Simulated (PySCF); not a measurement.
Al(Me)2(F) anion (C2H6AlF), SMILES [CH3][Al]([CH3])[F] (connectivity only; charge and spin as stated), charge -1, multiplicity 2. Atoms are numbered in the order given.

```xyz
10

Al     0.4688     0.0990     0.0000
C     -0.1660    -0.8552     1.6574
H      0.2127    -1.8918     1.7235
H     -1.2743    -0.9175     1.6479
H      0.1172    -0.3476     2.5962
C     -0.1660    -0.8552    -1.6574
H      0.1172    -0.3476    -2.5962
H     -1.2743    -0.9175    -1.6479
H      0.2127    -1.8918    -1.7235
F     -0.2459     1.6988     0.0000
```
Charge -1, spin multiplicity 2.

The structure is a stationary point at r2SCAN-D4/def2-SVPD. The spin state was assumed, not searched. The isomer is the one that the SMILES or the coordinates give; other isomers of the formula were not compared.

These are PySCF with M06-2X/def2-SVPD values and carry that method's errors.

Mulliken values depend strongly on the basis, most of all with diffuse functions as here. ESP charges are fitted to the potential on shells at 1.4 to 2.0 van der Waals radii. Atomic charges (e):

| atom | Mulliken | ESP fit | meta-Löwdin | Mulliken spin |
|---|---|---|---|---|
| Al1 | 0.30 | [?] | 0.45 | 0.90 |
| C2 | 0.13 | [?] | -0.62 | -0.03 |
| H3 | -0.14 | [?] | 0.07 | 0.00 |
| H4 | -0.10 | [?] | 0.06 | 0.04 |
| H5 | -0.18 | [?] | 0.08 | 0.01 |
| C6 | 0.13 | [?] | -0.62 | -0.03 |
| H7 | -0.18 | [?] | 0.08 | 0.01 |
| H8 | -0.10 | [?] | 0.06 | 0.04 |
| H9 | -0.14 | [?] | 0.07 | 0.00 |
| F10 | -0.73 | [?] | -0.64 | 0.07 |

What belongs in the gaps? (Estimate from the structure and the level; the computed values follow.)


- Al1, ESP fit: -0.74
- C2, ESP fit: 0.46
- H3, ESP fit: -0.19
- H4, ESP fit: -0.10
- H5, ESP fit: -0.16
- C6, ESP fit: 0.46
- H7, ESP fit: -0.16
- H8, ESP fit: -0.10
- H9, ESP fit: -0.19
- F10, ESP fit: -0.28
